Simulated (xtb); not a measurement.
Input file for xtb: GFN1-xTB on C2H6BN (SMILES C=CBN), a point of a torsion scan.

```
$ xtb mol.xyz --gfn 1 --sp --chrg 0 --uhf 0
10

C      1.39677812     0.54053170     0.28020665
C      0.80931280    -0.57381796    -0.13956514
B     -0.71585180    -0.73651888    -0.44993647
N     -1.64399910     0.03706856     0.22098789
H      0.83889768     1.45062173     0.44321236
H      2.45892750     0.61432211     0.46325202
H      1.44965667    -1.43500033    -0.30501117
H     -1.09634167    -1.51466674    -1.24201985
H     -1.38765279     0.71769624     0.91714805
H     -2.63717964    -0.01098744     0.06961210
```

It printed:

```
[...]
           -------------------------------------------------
          |                Calculation Setup                |
           -------------------------------------------------



           -------------------------------------------------
          |                 G F N 1 - x T B                 |
           -------------------------------------------------

        Reference                      10.1021/acs.jctc.7b00118
      * Hamiltonian:
        H0-scaling (s, p, d)           1.850000    2.250000    2.000000
        zeta-weighting                 0.000000
      * Dispersion:
        s8                             2.400000
        a1                             0.630000
        a2                             5.000000
        s9                             0.000000
      * Repulsion:
        kExp                           1.500000
        rExp                           1.000000
      * Coulomb:
        alpha                          2.000000
        third order                    atomic
        anisotropic                    false
      * Halogen bond correction:
        rad-scale                      1.300000
        damping                        0.440000


          ...................................................
          :                      SETUP                      :
          :.................................................:
          :  # basis functions                  28          :
          :  # atomic orbitals                  28          :
          :  # shells                           20          :
          :  # electrons                        22          :
          :  # halogen bonds                     0          :
          :  max. iterations                   250          :
          :  Hamiltonian                  GFN1-xTB          :
          :  restarted?                      false          :
          :  GBSA solvation                  false          :
          :  PC potential                    false          :
          :  electronic temp.          300.0000000     K    :
          :  accuracy                    1.0000000          :
          :  -> integral cutoff          0.2500000E+02      :
          :  -> integral neglect         0.1000000E-07      :
          :  -> SCF convergence          0.1000000E-05 Eh   :
          :  -> wf. convergence          0.2000000E-04 e    :
          :  Broyden damping             0.4000000          :
          :  net charge                          0          :
          :  unpaired electrons                  0          :
          ...................................................

 iter      E             dE          RMSdq      gap      omega  full diag
   1    -12.2414885 -0.122415E+02  0.832E+00    4.08       0.0  T
   2    -12.2588363 -0.173478E-01  0.496E+00    4.51       1.0  T
   3    -12.2596569 -0.820595E-03  0.716E-01    4.42       1.0  T
   4    -12.2613392 -0.168231E-02  0.182E-01    4.48       1.0  T
   5    -12.2614486 -0.109341E-03  0.271E-02    4.49       1.2  T
   6    -12.2614516 -0.303568E-05  0.118E-02    4.48       2.7  T
   7    -12.2614522 -0.605397E-06  0.381E-03    4.49       8.3  T
   8    -12.2614523 -0.621174E-07  0.202E-04    4.49     156.8  T
   9    -12.2614523 -0.109042E-09  0.673E-05    4.49     469.6  T
  10    -12.2614523 -0.135447E-10  0.282E-05    4.49    1120.2  T

   *** convergence criteria satisfied after 10 iterations ***

         #    Occupation            Energy/Eh            Energy/eV
      -------------------------------------------------------------
         1        2.0000           -0.7592740             -20.6609
       ...           ...                  ...                  ...
         5        2.0000           -0.5662680             -15.4089
         6        2.0000           -0.5295841             -14.4107
         7        2.0000           -0.5039489             -13.7131
         8        2.0000           -0.4655001             -12.6669
         9        2.0000           -0.4514536             -12.2847
        10        2.0000           -0.4351377             -11.8407
        11        2.0000           -0.4263918             -11.6027 (HOMO)
        12                         -0.2615160              -7.1162 (LUMO)
        13                         -0.1555583              -4.2330
        14                         -0.1254294              -3.4131
        15                         -0.1018727              -2.7721
        16                         -0.0785744              -2.1381
       ...                                ...                  ...
        28                          0.6770266              18.4228
      -------------------------------------------------------------
                  HL-Gap            0.1648757 Eh            4.4865 eV
             Fermi-level           -0.3439539 Eh           -9.3595 eV

 SCC (total)                   0 d,  0 h,  0 min,  0.013 sec
 SCC setup                      ...        0 min,  0.000 sec (  0.945%)
 Dispersion                     ...        0 min,  0.000 sec (  0.420%)
 classical contributions        ...        0 min,  0.000 sec (  0.187%)
 integral evaluation            ...        0 min,  0.003 sec ( 22.499%)
 iterations                     ...        0 min,  0.004 sec ( 27.240%)
 molecular gradient             ...        0 min,  0.006 sec ( 46.620%)
 printout                       ...        0 min,  0.000 sec (  1.885%)

         :::::::::::::::::::::::::::::::::::::::::::::::::::::
         ::                     SUMMARY                     ::
         :::::::::::::::::::::::::::::::::::::::::::::::::::::
         :: total energy             -12.067056586698 Eh    ::
         :: gradient norm              0.020496889446 Eh/a0 ::
         :: HOMO-LUMO gap              4.486497466170 eV    ::
         ::.................................................::
         :: SCC energy               -12.261452273515 Eh    ::
         :: -> electrostatic           0.014397667023 Eh    ::
         :: repulsion energy           0.197035825595 Eh    ::
         :: dispersion energy         -0.002640138777 Eh    ::
         :: halogen bond corr.         0.000000000000 Eh    ::
         :: add. restraining           0.000000000000 Eh    ::
         :: total charge              -0.000000000000 e     ::
         :::::::::::::::::::::::::::::::::::::::::::::::::::::

           -------------------------------------------------
          |                Property Printout                |
           -------------------------------------------------

    * Orbital Energies and Occupations

         #    Occupation            Energy/Eh            Energy/eV
      -------------------------------------------------------------
         1        2.0000           -0.7592740             -20.6609
         2        2.0000           -0.6282384             -17.0952
         3        2.0000           -0.5871046             -15.9759
         4        2.0000           -0.5693751             -15.4935
         5        2.0000           -0.5662680             -15.4089
         6        2.0000           -0.5295841             -14.4107
         7        2.0000           -0.5039489             -13.7131
         8        2.0000           -0.4655001             -12.6669
         9        2.0000           -0.4514536             -12.2847
        10        2.0000           -0.4351377             -11.8407
        11        2.0000           -0.4263918             -11.6027 (HOMO)
        12                         -0.2615160              -7.1162 (LUMO)
        13                         -0.1555583              -4.2330
        14                         -0.1254294              -3.4131
        15                         -0.1018727              -2.7721
        16                         -0.0785744              -2.1381
Note: The following floating-point exceptions are signalling: IEEE_DENORMAL
normal termination of xtb
        17                         -0.0633042              -1.7226
        18                         -0.0483615              -1.3160
        19                         -0.0319020              -0.8681
        20                          0.1620797               4.4104
        21                          0.2394861               6.5167
        22                          0.2672315               7.2717
       ...                                ...                  ...
        28                          0.6770266              18.4228
      -------------------------------------------------------------
                  HL-Gap            0.1648757 Eh            4.4865 eV
             Fermi-level           -0.3439539 Eh           -9.3595 eV

  Mulliken/CM5 charges         n(s)   n(p)   n(d)
     1C    -0.05344 -0.15030   1.048  3.005  0.000
     2C    -0.11267 -0.10547   1.096  3.017  0.000
     3B     0.23492  0.03963   0.931  1.834  0.000
     4N    -0.44340 -0.83697   1.437  4.006  0.000
     5H     0.01698  0.07345   0.983  0.000  0.000
     6H     0.02339  0.07641   0.977  0.000  0.000
     7H     0.02169  0.08151   0.978  0.000  0.000
     8H    -0.10117  0.01542   1.101  0.000  0.000
     9H     0.20622  0.40308   0.794  0.000  0.000
    10H     0.20748  0.40325   0.793  0.000  0.000

Wiberg/Mayer (AO) data.
largest (>0.10) Wiberg bond orders for each atom

 ---------------------------------------------------------------------------
     #   Z sym  total        # sym  WBO       # sym  WBO       # sym  WBO
 ---------------------------------------------------------------------------
     1   6 C    3.998 --     2 C    1.953     5 H    0.980     6 H    0.979
     2   6 C    3.971 --     1 C    1.953     3 B    1.020     7 H    0.972
     3   5 B    3.430 --     4 N    1.381     2 C    1.020     8 H    0.953
     4   7 N    3.297 --     3 B    1.381    10 H    0.932     9 H    0.932
     5   1 H    1.006 --     1 C    0.980
     6   1 H    1.008 --     1 C    0.979
     7   1 H    1.008 --     2 C    0.972
     8   1 H    0.989 --     3 B    0.953
     9   1 H    0.963 --     4 N    0.932
    10   1 H    0.965 --     4 N    0.932
 ---------------------------------------------------------------------------

Topologies differ in total number of bonds
Writing topology from bond orders to xtbtopo.mol

 dipole moment from electron density (au)
     X       Y       Z
  -0.4949   0.5262   0.4542  total (Debye):    2.169


           -------------------------------------------------
          | TOTAL ENERGY              -12.067056586698 Eh   |
          | GRADIENT NORM               0.020496889446 Eh/α |
          | HOMO-LUMO GAP               4.486497466170 eV   |
           -------------------------------------------------

------------------------------------------------------------------------
------------------------------------------------------------------------
 total:
 SCF:
```

The run finished.

Cost: around 0.03 core-seconds (rough).
